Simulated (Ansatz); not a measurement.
Spectroscopic constants of HF-, multiplicity 2 (lowest of 2S+1 = 2, 4 at CCSD(T)/def2-TZVPP on PBE0 minima; our sources give no spin for the ground state, which may be another).

The constants come from a fifth-degree fit in 1/R (seven points, main isotopes). Runs in def2 and cc sets follow the lowest solution found near the PBE0 minimum.

Codes used: Ansatz (Gaussian basis) for Hartree–Fock, density functionals and correlated methods. Each number belongs to the level named beside it.

```csv
level,r_e (Å),ω_e (cm⁻¹),B_e (cm⁻¹),α_e (cm⁻¹)
SVWN5/def2-TZVPP,1.188,1003,12.5,2.8
PBE0/def2-TZVPP,1.205,666,12.1,5.0
CCSD/def2-TZVPP,1.155,861,13.2,6.5
CCSD(T)/def2-TZVPP,1.177,783,12.7,5.8
```

Correlated levels freeze the cores.

Ansatz is a first-principles code.
